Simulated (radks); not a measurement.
Problem. Neutral silver, [Kr] 4d10 5s1. Method: non-relativistic Kohn-Sham, exchange-only B88, spin-polarised, spherical densities, point nucleus; computed with a radial shooting solver on a logarithmic mesh with Libxc functionals. Every spin shell is full or empty, so the densities are truly spherical. Functionals are evaluated on that one density, not self-consistently. Rank these exchange functionals by their error against the exact value of the orbitals, and give that value: LDA, PBE, WC, AM05, B86b, EV93, SCAN, MVS.

Solution. Exact: -143.821 hartree. From best to worst, with 100 (|E| - |E exact|)/|E exact| (equal figures are ties): B86b +0.06, MVS +0.10, EV93 -0.21, SCAN +0.22, PBE -0.38, WC -0.83, AM05 -4.57, LDA -4.92.
